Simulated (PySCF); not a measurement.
Molfile (atoms numbered from 1):
```
C4H10OSi2
     RDKit          3D

 17 16  0  0  0  0  0  0  0  0999 V2000
   -3.5322    0.5855    0.2212 C   0  0  0  0  0  0  0  0  0  0  0  0
   -2.9609   -0.6043    0.2684 C   0  0  0  0  0  0  0  0  0  0  0  0
   -1.6473   -0.8615    0.1996 O   0  0  0  0  0  0  0  0  0  0  0  0
   -0.3464    0.1073    0.0029 Si  0  0  0  0  0  4  0  0  0  0  0  0
    1.0178   -1.1776    0.0312 C   0  0  0  0  0  0  0  0  0  0  0  0
    2.3215   -0.9290   -0.0626 C   0  0  0  0  0  0  0  0  0  0  0  0
    3.1328    0.7573   -0.2391 Si  0  0  0  0  0  4  0  0  0  0  0  0
   -4.5990    0.6869    0.2854 H   0  0  0  0  0  0  0  0  0  0  0  0
   -2.9490    1.4831    0.1195 H   0  0  0  0  0  0  0  0  0  0  0  0
   -3.5426   -1.5146    0.3709 H   0  0  0  0  0  0  0  0  0  0  0  0
   -0.2424    1.0733    1.1029 H   0  0  0  0  0  0  0  0  0  0  0  0
   -0.4432    0.8289   -1.2713 H   0  0  0  0  0  0  0  0  0  0  0  0
    0.6921   -2.2094    0.1356 H   0  0  0  0  0  0  0  0  0  0  0  0
    3.0055   -1.7732   -0.0265 H   0  0  0  0  0  0  0  0  0  0  0  0
    2.3388    1.6302   -1.1030 H   0  0  0  0  0  0  0  0  0  0  0  0
    4.4613    0.5560   -0.8286 H   0  0  0  0  0  0  0  0  0  0  0  0
    3.2861    1.3732    1.0824 H   0  0  0  0  0  0  0  0  0  0  0  0
  1  2  2  0
  2  3  1  0
  3  4  1  0
  4  5  1  0
  5  6  2  0
  6  7  1  0
  1  8  1  0
  1  9  1  0
  2 10  1  0
  4 11  1  0
  4 12  1  0
  5 13  1  0
  6 14  1  0
  7 15  1  0
  7 16  1  0
  7 17  1  0
M  END
```

Computed data (PySCF 2.14): GFN2-xTB geometry, GIAO PBE0/pcSseg-1 shieldings. Non-relativistic, no solvent, single conformer, one averaged value for each set of equivalent atoms.

δ = σ(ref) − σ, references computed at the same level: $^{13}$C (σ = 186.93 ppm), $^{1}$H (σ = 31.72 ppm), $^{29}$Si (σ = 349.16 ppm) against TMS; H2O for $^{17}$O (σ = 336.08 ppm).

```
      atoms    nucleus  count  δ (ppm)
         H8    $^{1}$H      1     4.46
        H10    $^{1}$H      1     6.73
        H13    $^{1}$H      1     7.45
         C6   $^{13}$C      1    151.7
         H9    $^{1}$H      1     4.39
         C5   $^{13}$C      1    161.2
         O3   $^{17}$O      1        ?
    H11/H12    $^{1}$H      2        ?
         C1   $^{13}$C      1     95.1
        Si7  $^{29}$Si      1        ?
        H14    $^{1}$H      1        ?
         C2   $^{13}$C      1    156.6
H15/H16/H17    $^{1}$H      3     4.11
        Si4  $^{29}$Si      1    -40.1
```

Q: Fill in the missing shifts.

A: 
- H14: 7.27 ppm, hydrogen on an alkene CH; a vinylic proton, deshielded by the sp2 carbon and the C=C anisotropy
- H11/H12: 5.37 ppm, hydrogen on a silicon bonded to C, O
- O3: 107.3 ppm, oxygen bonded to C, Si
- Si7: -86.5 ppm, silicon bonded to C, 3 H

Shifts are as computed. Against solution values, carbons near 30 ppm lie about +3 ppm off and those near 130 ppm about +5 ppm (rms about the fit 2.1 ppm; single classes can miss by 10 ppm). Of 1328 compounds with measured shifts, 309 miss one by over three times the rms of a fit or turn the order of signals round; such compounds aren't used in these exercises. Signals without a measured value on file couldn't be tested in this way; 1H shifts scatter by 0.2 ppm about their fit, and single ones miss by 0.5 ppm. Experimental scales use liquid or dissolved standards, which lie at an offset from isolated H2O (liquid H2O: subtract about 36 ppm).
